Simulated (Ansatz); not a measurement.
Species: C$_{4}$H$_{10}$N, charge 0, multiplicity 2. It need not be the lowest isomer of its formula. 
Geometry from a B3LYP-D3(BJ)/def2-TZVP (Ansatz, a quantum-chemistry and plane-wave program) optimisation:
```
C
H 1 1.1000
C 1 1.4944 2 107.78
H 3 1.0847 1 118.72 2 -163.40
N 3 1.3975 4 114.86 1 147.52
H 5 1.0091 3 115.14 4 38.26
H 5 1.0114 6 111.02 3 -132.40
C 1 1.5294 2 107.92 3 -119.71
H 8 1.0909 1 111.25 2 59.37
H 8 1.0917 9 108.46 1 122.41
H 8 1.0934 9 107.89 10 116.31
C 1 1.5417 2 107.10 3 121.01
H 12 1.0904 1 110.93 2 -63.52
H 12 1.0928 13 107.86 1 120.91
H 12 1.0932 13 108.49 14 116.86
```
Charge 0, spin multiplicity 2.

Computed values are from Ansatz. Valence correlation only, unless marked. Open shells are spin-unrestricted. No spin-orbit coupling. No relativistic terms. CBS(X,Y): correlation extrapolated as X^-3; Hartree-Fock from the larger set.

```
Item                                                             Value
---------------------  -----------------------------------------------
atomisation energy De  1366.4 kcal/mol at CCSD(T)/CBS(cc-pVTZ,cc-pVQZ)
total energy              -212.8649 Eh at CCSD(T)/CBS(cc-pVTZ,cc-pVQZ)
dipole moment                            0.98 D at CCSD(T)/aug-cc-pVDZ
T1 diagnostic                                    0.013 at CCSD/cc-pVQZ
```
